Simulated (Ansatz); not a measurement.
Reactions of CH$_{6}$BNZn, SMILES `B[N](C)[ZnH]`.

Calculated with Ansatz (gas phase, PBE0-D4/def2-TZVP geometries, no zero-point term in ΔE). CCSD(T)/CBS is the MP2 limit (def2-TZVPP, def2-QZVPP) plus CCSD(T) − MP2 in def2-TZVPP, frozen cores. DFT in def2-TZVPP. B3LYP here is the variant with VWN-RPA as its local correlation; programs differ in this. For Zn outer-core shells are correlated without core-valence functions, which leaves a few kJ/mol of doubt a bond. Scalar relativity is left out up to krypton. One conformer a species, not always the lowest.

```
                                                                    reaction  CCSD(T)/CBS(def2) (kJ/mol)
                  `B[N](C)[ZnH]` + `CN[SiH2]N` → `BN[SiH2]NC` + `C[NH][ZnH]`                           ?
`B[N](C)[ZnH]` + `N[SiH2]C(F)[SiH3]` → `F[CH]([SiH3])[ZnH]` + `BN(C)[SiH2]N`                         -12
                    `B[N](C)[ZnH]` + `N[SiH2]F` → `BN[SiH2]F` + `C[NH][ZnH]`                          32
                      `B[N](C)[ZnH]` + `BC(C)F` → `BC(B)(C)F` + `C[NH][ZnH]`                         161
```

**Question.** Fill in the missing values. (An estimate is asked.)

**Answer.** The calculation gave: `B[N](C)[ZnH]` + `CN[SiH2]N` → `BN[SiH2]NC` + `C[NH][ZnH]`: +22.4 kJ/mol.

Largest T1 diagnostic: 0.016, for `B[N](C)[ZnH]`.
